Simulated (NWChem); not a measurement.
System: C3H7NSi; SMILES C1=C[SiH2]N1C

NWChem input:

```
start job
memory heap 200 mb stack 900 mb global 1100 mb
geometry units angstroms noautosym nocenter noautoz
  C     -0.243502     2.050404     0.096095
  N     -0.008831     0.686005    -0.277652
  C      1.210323     0.029273    -0.087180
  C      0.997854    -1.306971     0.071933
  Si    -0.800377    -0.899866     0.000496
  H      0.545626     2.701657    -0.317518
  H     -1.199415     2.396999    -0.324437
  H     -0.275817     2.222037     1.191078
  H      2.155974     0.593511    -0.105216
  H      1.729812    -2.107859     0.119798
  H     -1.601368    -0.938560     1.261972
  H     -1.668526    -1.372404    -1.119565
end
basis spherical
  * library def2-svp
end
dft
  xc m05-2x
  iterations 150
end
cosmo
  do_cosmo_smd true
  solvent dmso
end
task dft energy
```

Excerpt of the output:

```
             Northwest Computational Chemistry Package (NWChem) 7.3.0
             --------------------------------------------------------

                             Geometry "geometry" -> ""
                             -------------------------

 Output coordinates in angstroms (scale by  1.889725989 to convert to a.u.)

  No.       Tag          Charge          X              Y              Z
 ---- ---------------- ---------- -------------- -------------- --------------
    1 C                    6.0000    -0.24350200     2.05040400     0.09609500
    2 N                    7.0000    -0.00883100     0.68600500    -0.27765200
    3 C                    6.0000     1.21032300     0.02927300    -0.08718000
    4 C                    6.0000     0.99785400    -1.30697100     0.07193300
    5 Si                  14.0000    -0.80037700    -0.89986600     0.00049600
    6 H                    1.0000     0.54562600     2.70165700    -0.31751800
    7 H                    1.0000    -1.19941500     2.39699900    -0.32443700
    8 H                    1.0000    -0.27581700     2.22203700     1.19107800
    9 H                    1.0000     2.15597400     0.59351100    -0.10521600
   10 H                    1.0000     1.72981200    -2.10785900     0.11979800
   11 H                    1.0000    -1.60136800    -0.93856000     1.26197200
   12 H                    1.0000    -1.66852600    -1.37240400    -1.11956500

 Effective nuclear repulsion energy (a.u.)     221.7840884703

                                 NWChem DFT Module
                                 -----------------

 Summary of "ao basis" -> "ao basis" (spherical)
 ------------------------------------------------------------------------------
       Tag                 Description            Shells   Functions and Types
 ---------------- ------------------------------  ------  ---------------------
 C                          def2-svp                 6       14   3s2p1d
 N                          def2-svp                 6       14   3s2p1d
 Si                         def2-svp                 8       18   4s3p1d
 H                          def2-svp                 3        5   2s1p

 in cosmo_initialize ...
 calling solv_data for solv:dmso

 solvent parameters
 solvname_short: dmso
 solvname_long:  dimethylsulfoxide
 dielec:       46.8260
 dielecinf:     2.0079
 nonaqueous SMD model solvent descriptors
 dielec:       46.8260
 sola:          0.0000
 solb:          0.8800
 solc:          0.0000
 solg:         61.7800
 solh:          0.0000
 soln:          1.4170

          ---------------
          -cosmo- solvent
          ---------------
 Cosmo: York-Karplus, doi: 10.1021/jp992097l
 dielectric constant -eps-     =  46.83
 screen = (eps-1)/(eps    )    =   0.97864
 surface charge correction     = lagrangian

   van der Waals surface
 --------------------------

 ---------- ATOMIC COORDINATES (A.U.) ------------ VDWR(ANG.) --
     1   -0.46015206    3.87470173    0.18159322     1.850
     2   -0.01668817    1.29636148   -0.52468620     1.890
     3    2.28717883    0.05531795   -0.16474631     1.850
     4    1.88567064   -2.46981707    0.13593366     1.850
     5   -1.51249322   -1.70050017    0.00093730     2.470
     6    1.03108363    5.10539145   -0.60002202     1.200
     7   -2.26656570    4.52967130   -0.61309703     1.200
     8   -0.52121855    4.19904107    2.25081105     1.200
     9    4.07420010    1.12157316   -0.19882941     1.200
    10    3.26887069   -3.98327593    0.22638539     1.200
    11   -3.02614673   -1.77362122    2.38478129     1.200
    12   -3.15305694   -2.59346751   -2.11567108     1.200
 number of segments per atom =        128
 number of   points per atom =        128
 atom (   nspa,  nppa )
 ----------------------
    1 (     53,     0 )       0
    2 (     22,     0 )       0
    3 (     47,     0 )       0
    4 (     51,     0 )       0
    5 (     84,     0 )       0
    6 (     55,     0 )       0
    7 (     57,     0 )       0
    8 (     55,     0 )       0
    9 (     55,     0 )       0
   10 (     55,     0 )       0
   11 (     32,     0 )       0
   12 (     33,     0 )       0
 number of -cosmo- surface points =      599
 molecular surface =    128.675 angstrom**2
 molecular volume  =    106.891 angstrom**3
 -lineq- algorithm             =   0
 -bem- low  level              =   3
 -bem- from -octahedral-
 gaussian surface charge width =   4.50000
 degree of switching           =   1.00000
 switching function tolerance  =   0.00010
 atomic radii =
 --------------
    1  6.000  1.850
    2  7.000  1.890
    3  6.000  1.850
    4  6.000  1.850
    5 14.000  2.470
    6  1.000  1.200
    7  1.000  1.200
    8  1.000  1.200
    9  1.000  1.200
   10  1.000  1.200
   11  1.000  1.200
   12  1.000  1.200
 ...... end of -cosmo- initialization ......

 nat:                    12
 ixmem:                  7844
 calling mnsol_interface()
 G(SMD-CDS) energy (kcal/mol)  =     1.497
 SMD-CDS SASA (angstrom**2)    =   155.380

            General Information
            -------------------
          SCF calculation type: DFT
          Wavefunction type:  closed shell.
          No. of atoms     :    12
          No. of electrons :    46
           Alpha electrons :    23
            Beta electrons :    23
          Charge           :     0
          Spin multiplicity:     1
          Use of symmetry is: off; symmetry adaption is: off
          Maximum number of iterations: 150
          AO basis - number of functions:   109
                     number of shells:    53
          Convergence on energy requested:  1.00D-06
          Convergence on density requested:  1.00D-05
          Convergence on gradient requested:  5.00D-04

              XC Information
              --------------
                       M05-2X Method XC Functional
                     Hartree-Fock (Exact) Exchange  0.560
                M05-2X metaGGA Exchange Functional  0.440
                      M05-2X Correlation Potential  1.000

             Grid Information
             ----------------
          Grid used for XC integration:  medium
          Radial quadrature: Mura-Knowles
          Angular quadrature: Lebedev.
          Tag              B.-S. Rad. Rad. Pts. Rad. Cut. Ang. Pts.
          ---              ---------- --------- --------- ---------
          C                   0.70       49          12.0       434
          N                   0.65       49          10.0       434
          Si                  1.10       88          11.0       590
          H                   0.35       45          13.0       434
          Grid pruning is: on
          Number of quadrature shells:   599
          Spatial weights used:  Erf1

      Superposition of Atomic Density Guess
      -------------------------------------

 Sum of atomic energies:        -459.35211057

      Non-variational initial energy
      ------------------------------

 Total energy =    -462.549383
 1-e energy   =   -1069.271463
 2-e energy   =     384.937992
 HOMO         =      -0.239280
 LUMO         =       0.015465

   convergence    iter        energy       DeltaE   RMS-Dens  Diis-err
 ---------------- ----- ----------------- --------- --------- ---------
     COSMO gas phase
 d= 0,ls=0.0,diis     1   -462.4161694018 -6.84D+02  6.24D-03  3.65D-01
 d= 0,ls=0.0,diis     2   -462.4520326084 -3.59D-02  2.87D-03  1.40D-01
 d= 0,ls=0.0,diis     3   -462.4662757684 -1.42D-02  1.05D-03  2.39D-02
 d= 0,ls=0.0,diis     4   -462.4691375489 -2.86D-03  2.84D-04  1.38D-03
 d= 0,ls=0.0,diis     5   -462.4692886673 -1.51D-04  1.04D-04  1.72D-04
  Resetting Diis
 d= 0,ls=0.0,diis     6   -462.4693084691 -1.98D-05  3.31D-05  1.27D-05
 d= 0,ls=0.0,diis     7   -462.4693101535 -1.68D-06  1.13D-05  6.21D-07
 d= 0,ls=0.0,diis     8   -462.4693101945 -4.10D-08  4.64D-06  5.26D-07

   convergence    iter        energy       DeltaE   RMS-Dens  Diis-err
 ---------------- ----- ----------------- --------- --------- ---------
     COSMO solvation phase
 d= 0,ls=0.0,diis     1   -462.4714598898 -2.15D-03  1.13D-03  1.84D-03
 d= 0,ls=0.0,diis     2   -462.4719901591 -5.30D-04  2.47D-04  5.08D-04
 d= 0,ls=0.0,diis     3   -462.4720527530 -6.26D-05  1.34D-04  1.18D-04
 d= 0,ls=0.0,diis     4   -462.4720727338 -2.00D-05  3.82D-05  1.43D-05
 d= 0,ls=0.0,diis     5   -462.4720746232 -1.89D-06  1.61D-05  1.70D-06
 d= 0,ls=0.0,diis     6   -462.4720749403 -3.17D-07  6.23D-06  2.87D-07

         Total DFT energy =     -462.472074940276
      One electron energy =    -1074.021811791039
           Coulomb energy =      436.154506821977
    Exchange-Corr. energy =      -46.655808161658
 Nuclear repulsion energy =      221.784088470308

             COSMO energy =        0.266949720135

 Numeric. integr. density =       46.000010451197

                                COSMO-SMD solvation results
                                ---------------------------

             internal energy in gas <Psi(g)|H|Psi(g)> =      -462.469310194519
         internal energy in solvent <Psi(s)|H|Psi(s)> =      -462.468567288212
                               delta internal energy  =         0.000742906307 (    0.47 kcal/mol)
   total free energy in solvent <Psi(s)|H+V/2|Psi(s)> =      -462.474460944422
 polarization energy contribution <Psi(s)|V/2|Psi(s)> =        -0.005893656210 (   -3.70 kcal/mol)
    total free energy in solvent including G(SMD-CDS) =      -462.472074940276
                       G(SMD-CDS) energy contribution =         0.002386004146 (    1.50 kcal/mol)
     1 M fixed-concentration free energy of solvation =        -0.002764745758 (   -1.73 kcal/mol)

                       DFT Final Molecular Orbital Analysis
                       ------------------------------------

 Vector   21  Occ=2.000000D+00  E=-3.724302D-01
              MO Center= -2.5D-01, -2.7D-01,  2.2D-01, r^2= 3.9D+00
   Bfn.  Coefficient  Atom+Function         Bfn.  Coefficient  Atom+Function
  ----- ------------  ---------------      ----- ------------  ---------------
   100     -0.277367  11 H  s                34      0.259033   3 C  pz
   101     -0.200145  11 H  s                20     -0.194382   2 N  pz
    37      0.184619   3 C  pz               48      0.169268   4 C  pz
    66     -0.165322   5 Si pz              105      0.153559  12 H  s
    23      0.149717   2 N  pz              106      0.124113  12 H  s

 Vector   22  Occ=2.000000D+00  E=-3.617605D-01
              MO Center=  1.9D-01, -7.9D-01, -1.6D-01, r^2= 3.3D+00
   Bfn.  Coefficient  Atom+Function         Bfn.  Coefficient  Atom+Function
  ----- ------------  ---------------      ----- ------------  ---------------
    46      0.339857   4 C  px               64     -0.252418   5 Si px
   105      0.208481  12 H  s                90     -0.194191   9 H  s
    49      0.188562   4 C  px               32     -0.175820   3 C  px
    67     -0.169743   5 Si px               18     -0.163301   2 N  px
   106      0.151155  12 H  s                61      0.135486   5 Si px

 Vector   23  Occ=2.000000D+00  E=-2.583565D-01
              MO Center=  4.8D-01, -9.1D-02, -6.5D-02, r^2= 2.8D+00
   Bfn.  Coefficient  Atom+Function         Bfn.  Coefficient  Atom+Function
  ----- ------------  ---------------      ----- ------------  ---------------
    20      0.413056   2 N  pz               23     -0.391327   2 N  pz
    48      0.359730   4 C  pz               51      0.348755   4 C  pz
    34      0.155494   3 C  pz               85      0.149628   8 H  s
    86      0.131262   8 H  s                37      0.103314   3 C  pz
     6      0.099048   1 C  pz               75     -0.077302   6 H  s

 Vector   24  Occ=0.000000D+00  E= 4.337036D-02
              MO Center=  5.4D-01, -4.4D-01,  1.2D-02, r^2= 3.6D+00
   Bfn.  Coefficient  Atom+Function         Bfn.  Coefficient  Atom+Function
  ----- ------------  ---------------      ----- ------------  ---------------
    37      0.611969   3 C  pz               69     -0.554448   5 Si pz
   101      0.469942  11 H  s                51     -0.416450   4 C  pz
    34      0.413522   3 C  pz              106     -0.304088  12 H  s
    48     -0.258441   4 C  pz               17     -0.246818   2 N  s
    86      0.239561   8 H  s                68      0.237465   5 Si py

 Vector   25  Occ=0.000000D+00  E= 5.390035D-02
              MO Center= -8.0D-01, -9.3D-01,  6.7D-03, r^2= 3.9D+00
   Bfn.  Coefficient  Atom+Function         Bfn.  Coefficient  Atom+Function
  ----- ------------  ---------------      ----- ------------  ---------------
    68      1.055324   5 Si py               45      0.873207   4 C  s
    17     -0.655626   2 N  s                67     -0.282713   5 Si px
    49     -0.264696   4 C  px                3     -0.263371   1 C  s
   106      0.251393  12 H  s                37     -0.241591   3 C  pz
    60     -0.239013   5 Si s                31     -0.222842   3 C  s

 Vector   26  Occ=0.000000D+00  E= 1.079317D-01
              MO Center= -1.0D+00, -7.5D-01,  9.1D-02, r^2= 4.6D+00
   Bfn.  Coefficient  Atom+Function         Bfn.  Coefficient  Atom+Function
  ----- ------------  ---------------      ----- ------------  ---------------
    67      1.920572   5 Si px               45     -1.241916   4 C  s
   106      1.003254  12 H  s               101      0.788874  11 H  s
    17     -0.552835   2 N  s                49      0.487148   4 C  px
    59     -0.489034   5 Si s                 3     -0.423230   1 C  s
    86      0.389187   8 H  s                68      0.382736   5 Si py

     Multipole analysis of the density
     ---------------------------------

     L   x y z        total         alpha         beta         nuclear
     -   - - -        -----         -----         ----         -------
     0   0 0 0     -0.000000    -23.000000    -23.000000     46.000000

     1   1 0 0     -0.036931     -0.214280     -0.214280      0.391629
     1   0 1 0      0.569656     -0.032200     -0.032200      0.634056
     1   0 0 1      0.172270      0.790455      0.790455     -1.408640

     2   2 0 0    -26.687921    -82.782465    -82.782465    138.877010
     2   1 1 0      0.719753      2.421726      2.421726     -4.123698
     2   1 0 1     -0.159870      1.020521      1.020521     -2.200912
     2   0 2 0    -26.258198   -148.207605   -148.207605    270.157011
     2   0 1 1      0.203528     -0.454384     -0.454384      1.112295
     2   0 0 2    -30.966147    -24.710447    -24.710447     18.454748
```

Level: M05-2X/def2-SVP, SMD on the gas-phase geometry. Geometry: optimised at PBE0/def2-SVP. Not confirmed as a minimum by frequencies. Solvent: dimethyl sulfoxide.
